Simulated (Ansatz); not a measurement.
# Two structures, one formula

The two ends of one reaction step of Si2H8O2, singlet (PBE0-D4/def2-TZVP).

A:

```
atom    x (Å)    y (Å)    z (Å)
 Si1  -0.9973   1.1009   0.4571
  O2  -1.5782  -2.0320  -0.7903
  H3  -0.4532   2.4282   0.8511
  H4  -1.9142   1.2597  -0.6950
  H5  -1.7052   0.4927   1.6070
  H6  -0.7813  -1.5031  -0.6713
  O7   0.2559   0.1301  -0.0072
 Si8   1.8858   0.0363   0.2002
  H9  -1.8184  -1.9206  -1.7123
 H10   2.5037   1.3634  -0.0534
 H11   2.2032  -0.3967   1.5845
 H12   2.3993  -0.9590  -0.7705
```

B:

```tsv
atom	x (Å)	y (Å)	z (Å)
Si1	-2.2614	0.4095	0.1520
O2	-1.1744	-0.2932	-0.8911
H3	-3.0037	1.5073	-0.5193
H4	-3.2371	-0.5986	0.6410
H5	-1.4428	0.9333	1.2659
H6	0.6179	0.1585	-0.8956
O7	1.5488	0.4114	-0.8062
Si8	2.4029	-0.2943	0.4002
H9	-1.5143	-0.7144	-1.6821
H10	3.7580	0.3078	0.3768
H11	1.7845	-0.0574	1.7369
H12	2.5217	-1.7700	0.2214
```

Computed with Ansatz 0.2.0 (basis: def2-TZVPP); correlated methods freeze the cores. B3LYP uses VWN-RPA correlation.

(1) Which structure is lower at CCSD(T), and by how much? (An estimate is asked for; the value comes from the calculation.)

No T1 diagnostic of these runs exceeds 0.011.

## Answers

(1) The calculation gives: A, by 9.6 kJ/mol (electronic energy, against the other). By their contacts, A is a complex of Si₂H₆O ([SiH3][O][SiH3]) + H₂O and B is a complex of SiH₄O ([OH][SiH3]) + SiH₄O ([OH][SiH3]).

All methods give the same order:

```csv
method,E(B) − E(A) (kJ/mol)
SPW92,0.3
PBE-D4,4.4
BLYP-D4,7.3
r2SCAN-D4,6.4
B97M-V,6.3
PBE0-D4,6.2
B3LYP-D4,8.1
r2SCAN0-D4,7.3
BHLYP-D4,10.5
CAM-B3LYP-D4,6.5
wB97X-V,7.4
wB97M-V,7.7
B2PLYP,6.1
PBE-QIDH,7.2
RPA on PBE,10.0
HF,9.2
MP2,9.5
CCSD,10.0
CCSD(T),9.6
```

Labels in which every atom is bracketed show which atoms are joined, not bond orders.

For scale, one of the runs: CCSD(T)/def2-TZVPP, 258 basis functions, launched by `ansatz run in.yaml --threads 4 --pin off --events-out ev --progress --plain --max-ram 9574MiB`. Time: 110 s of wall clock on 4 CPU threads of an Arm Neoverse V2; the host was shared. Peak host memory: 5.7 GiB.
